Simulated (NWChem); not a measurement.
Species: SnHOCl2F; SMILES [Cl][Sn]([OH])([F])[Cl]

```xyz
6

O     -1.4089    -1.5906     0.0000
Sn    -0.2436    -0.0211     0.0000
F     -1.4138     1.5053     0.0000
Cl     1.0720     0.0655    -1.8977
Cl     1.0720     0.0655     1.8977
H     -2.3375    -1.3188     0.0000
```
Atoms are numbered in this order, from 1.

Level: PBE0/def2-SVP with def2 effective core potentials on Sn (NWChem), optimised geometry, unscaled harmonic frequencies. def2 effective core potentials on Sn; no spin-orbit coupling.

```csv
frequency (cm⁻¹),IR intensity (km/mol)
61,43.6
106,1.2
141,8.0
151,22.7
163,36.2
175,55.1
387,19.1
416,83.1
649,53.8
661,66.6
886,62.0
3859,133.1
```

```
Item                                                                               Result
-----------------------------------------------------------------------  ----------------
zero-point energy                                                           10.9 kcal/mol
thermal correction to the enthalpy at 298.15 K (with zero-point energy)     16.4 kcal/mol
heat capacity Cv                                                         22.7 cal/(mol K)
entropy at 298.15 K and 1 atm (symmetry number 1)                        91.8 cal/(mol K)
```

Rigid rotor and harmonic oscillator; modes under 100 cm⁻¹ make the entropy uncertain.
